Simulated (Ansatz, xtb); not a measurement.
Gas-phase reaction R1 + R2 → P1, each structure at its B3LYP-D3(BJ)/def2-SVP stationary point, reached from a drawn start (curvature not checked).
P1, C3H12GaN (SMILES [CH3][Ga-]([CH3])([CH3])[NH3+]) (charge 0, multiplicity 1):
```xyz
17

C     -0.37166    -1.36585    -1.52765
Ga    -0.31229     0.06872    -0.12748
C      0.03105     1.95264    -0.72325
C     -1.37323    -0.20944     1.55152
N      1.68816    -0.37175     0.68882
H     -1.32688    -1.32509    -2.07859
H     -0.29677    -2.37779    -1.09336
H      0.43277    -1.25453    -2.27513
H      0.30925     2.61290     0.11633
H     -0.87713     2.38235    -1.17956
H      0.82891     2.01223    -1.48358
H     -2.44574    -0.03271     1.36144
H     -1.28313    -1.23950     1.93762
H     -1.07321     0.48433     2.35583
H      1.73445    -1.32203     1.06088
H      2.40823    -0.28469    -0.03056
H      1.92733     0.27022     1.44662
```
R1: C3H9Ga (SMILES [CH3][Ga]([CH3])[CH3]), charge 0, multiplicity 1.
R2: NH3 (SMILES N), charge 0, multiplicity 1.

P less R. No zero-point or thermal terms; no spin–orbit coupling.

Cores are frozen in the correlated methods. In cc and def2 sets filled d and f shells under p-block atoms count as core.

Codes used: Ansatz (a first-principles code); xtb for the GFN methods. No computed number here is a measurement.

Estimate the reaction energy that CCSD(T)/cc-pVDZ returns for this input.

-22.8 kcal/mol

Estimate the reaction energy that GFN1-xTB returns for this input.

-18.8 kcal/mol

Predict the reaction energy from CCSD(T)/cc-pVTZ.

-20.5 kcal/mol
